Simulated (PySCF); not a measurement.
**Static response to an electric field**

Species: C2H10GeSi.
Geometry (PBE0-D3(BJ)/def2-SVP, Å), atoms numbered from 1 in this order:
```
atom  x, y, z in Å
C1    -1.664   -0.297   -0.877
C2    -1.241   -0.136    0.579
Si3    0.357    0.848    0.818
Ge4    2.217   -0.270   -0.190
H5    -2.588   -0.890   -0.968
H6    -1.851    0.678   -1.354
H7    -0.890   -0.808   -1.473
H8    -1.106   -1.121    1.058
H9    -2.030    0.374    1.158
H10    0.216    2.205    0.199
H11    0.641    1.036    2.276
H12    3.021    0.665   -1.113
H13    3.181   -0.820    0.880
H14    1.736   -1.465   -1.038
```

Level: CAM-B3LYP/def2-SVPD (PySCF), static field, nuclei fixed, core orbitals frozen in the response. The polarisability tensor in these axes (au):

```
x   100.61  -2.72  -2.12
y    -2.72  81.56   4.62
z    -2.12   4.62  83.22
```

Task: Give the principal values, the mean and the anisotropy Δα = √{½[(α1 − α2)² + (α2 − α3)² + (α1 − α3)²]}.

Result: Principal values 77.68, 86.29 and 101.42 au; mean 88.46 au = 13.11 Å³ = 14.59 × 10⁻⁴⁰ C²·m²/J; Δα = 20.82 au (24 % of the mean).

Task: What is the dipole moment, and where does it point?

Result: (-1.03, -0.20, 0.10) D, 1.06 D in size, pointing from the negative to the positive side. Measured along this direction, the outermost atoms are H12 at the negative end and H5 at the positive end.

Task: Find the Langevin capture rate constant for NO+ (29.998 u) meeting this molecule (135.976 u), k = 2.342 × 10⁻⁹ cm³/s × √(α in Å³ / reduced mass in u).

Result: The reduced mass is 24.58 u, so k = 1.71 × 10⁻⁹ cm³/s. The formula leaves out the permanent dipole, which adds to the capture rate.

Task: What depolarisation ratio follows for Rayleigh scattering of linearly polarised light, taking the static tensor?

Result: ρ = 3Δα²/(45ᾱ² + 4Δα²) = 1300.3/(352160 + 1733.7) = 0.00367.

Task: Orientational against electronic polarisability at 500 K (dilute gas, rigid molecules)?

Result: In Gaussian units μ²/3kT = 5.40 Å³ against 13.11 Å³, a ratio of 0.41; the Debye molar polarisation (4π/3)N_A(α + μ²/3kT) is 46.7 cm³/mol, leaving out the vibrational part.

The structure is a single PBE0-D3(BJ)/def2-SVP conformer in the gas phase; no vibrational or solvent corrections. The calculation is non-relativistic, for germanium too.

These values come from a run that also computed excited states and ΔSCF ions. Hardware: an Arm Neoverse V1 with one thread, on a shared host. Cost: 1.7 min.
